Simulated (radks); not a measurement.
Results of a calculation; reference values are marked as such.
Valence configurations of Br I (all share [Ar]). Code: a radial shooting solver on a logarithmic mesh with Libxc functionals. Model: Dirac Kohn-Sham, PBEsol, spin-unpolarised, spherical densities, point nucleus; open shells fill j = l - 1/2 first. Order these by energy: 3d10 4s1.5 4p5.5; 3d9.5 4s2 4p5.5; 3d10 4s1 4p6; 3d10 4s2 4p5; 3d9 4s2 4p6.

Answer. From the lowest, in eV above it: 3d10 4s2 4p5 0.000; 3d10 4s1.5 4p5.5 6.240; 3d10 4s1 4p6 12.533; 3d9.5 4s2 4p5.5 30.621; 3d9 4s2 4p6 64.003. NIST lists [Ar] 3d10 4s2 4p5 as the ground configuration; this level of theory agrees among the configurations tried. The energies are those of spherical spin-averaged densities, not of single terms.
